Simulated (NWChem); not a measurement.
Species: CH4AlIO; SMILES [CH3][Al]([OH])[I]

```xyz
8

Al     0.0451     1.3719     0.0000
I     -0.0035    -1.1159     0.0000
C     -1.5832     2.4172     0.0000
H     -1.3572     3.4945     0.0000
H     -2.1983     2.1891     0.8854
H     -2.1983     2.1891    -0.8854
O      1.5547     2.1505     0.0000
H      2.4154     1.7281     0.0000
```
Atoms are numbered in this order, from 1.

Results from NWChem. Medium grid unless said otherwise, to which SCAN and Minnesota functionals are sensitive. The geometry was optimised at PBE0/def2-SVP. def2 effective core potentials on I; no spin-orbit coupling.

For level M06/def2-SVP:

```
Property                     Value
---------------------------  -----
highest occupied level (eV)  -7.46
orbital gap (eV)              6.96
dipole (D)                    0.66
```

**Question.** How do the values read with level TPSS/def2-SVP instead?

**Answer.** 
| Item | Result |
|---|---|
| highest occupied level (eV) | -6.48 |
| orbital gap (eV) | 5.44 |
| dipole (D) | 0.99 |
